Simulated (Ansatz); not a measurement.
Ansatz (a first-principles code) input (PBE/def2-TZVPD):

Ansatz 0.2 input:
```yaml
crystal:
  periodic: [false, false, false]
  atoms:
    - {symbol: C, position_ang: [-0.00000000, -0.00000000, -0.62355894]}
    - {symbol: C, position_ang: [0.00000000, 0.00000000, 0.62355894]}
basis:
  gaussian:
    orbitals: def2-TZVPD
hamiltonian:
  xc: {name: PBE}
total_charge: -1
magnetization: {spin_polarized: true, initial_magnetization: 1}
```

Output:

```
Functional definition: PBE
integrals: 0.01 GiB planned
348 factors; their error is unknown
mean field: 0.14 GiB planned
mean field evaluation 1: about -2066.7076 eV, gradient 9.7e0 eV
mean field evaluation 2: about -2066.3266 eV, gradient 1.2e1 eV
mean field evaluation 4: about -2067.1683 eV, gradient 2.1e-1 eV
mean field evaluation 8: about -2067.1668 eV, gradient 3.8e-3 eV
mean field evaluation 16: about -2067.1668 eV, gradient 2.5e-6 eV
mean field evaluation 32: about -2067.0992 eV, gradient 3.0e0 eV
mean field -2067.16683048 eV, -75.9669798442 hartree, gradient 1.6e-6 eV, S^2 0.752986; 4 other end points of the search recorded, 0 dependent functions left out
reference -2067.16686495 eV, -75.9669811111 hartree; 7, 6 occupied and 67, 68 virtual orbitals, 348 factors
Total energy: -2067.16686495 eV, -75.9669811111 hartree
```

This state (charge -1, doublet) is run at the relaxed geometry of the species with charge 0 and multiplicity 1.
